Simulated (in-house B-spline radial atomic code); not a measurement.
**Ionising the ruthenium ion Ru⁵⁺ with different functionals**

Computed with a radial B-spline atomic code at the basis-set limit: four-component Dirac-Coulomb Hamiltonian, Fermi nucleus of rms radius 4.4809 fm, spin-restricted, spherical fractional occupations for the functionals. The ionisation energy is the difference of two self-consistent energies, [Kr] 4d3 → [Kr] 4d2, without Breit or QED terms; ε is the level of the shell that loses the electron (mean over j). The electron is taken from both j subshells in proportion to 2j + 1, so the result is a j average, not the step between ground levels.

Hybrids are left out here: with spherical fractional occupations of an open shell their exact exchange keeps a self-interaction that integer-occupation calculations don't have.

```tsv
method	rung	ΔSCF (eV)	-ε(4d) (eV)
LDA VWN5	LDA	?	?
relativistic LDA	LDA	75.96	67.72
LDA PW92	LDA	75.93	67.70
LDA exchange-only	LDA	74.19	65.98
PBE	GGA	75.75	67.51
PBEsol	GGA	75.72	67.48
BLYP	GGA	75.59	67.36
RPBE	GGA	75.72	67.47
PW91	GGA	75.84	67.60
BP86	GGA	75.80	67.57
AM05	GGA	75.73	67.49
OLYP	GGA	?	?
```

(1) What does OLYP give?

(2) What does LDA VWN5 give?

(3) How do they compare with the NIST value?

Answers

(1) ΔSCF 76.03 eV, and -ε(4d) = 67.75 eV.

(2) ΔSCF 75.94 eV, and -ε(4d) = 67.70 eV.

(3) NIST lists 76 eV ± 2 (tabulated theory, ground level to ground level). Errors run from -1.81 to +0.03 eV; all lie within about twice that uncertainty, so the table can't rank the methods.
